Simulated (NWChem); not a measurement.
# C$_{4}$H$_{7}$N; SMILES CC(C#N)C

Computed with NWChem. All runs use the structure optimised with B3LYP/6-31G* (spherical d). Total energies of different functionals are on different scales.

```csv
level,energy (Ha),highest occupied level (eV),orbital gap (eV),dipole (D)
PBE/def2-TZVP,-211.1755,-7.84,7.38,4.08
B3LYP/def2-TZVP,-211.4665,-8.95,9.10,4.15
Hartree-Fock/def2-TZVP,-210.0727,-12.28,15.42,4.41
CAM-B3LYP/def2-TZVP,-211.3423,-10.62,11.93,4.20
PBE0/def2-TZVP,-211.1975,…,…,4.18
```

Question: Some entries are withheld; supply them.

Answer: 
- PBE0/def2-TZVP, highest occupied level (eV): -9.19
- PBE0/def2-TZVP, orbital gap (eV): 9.65
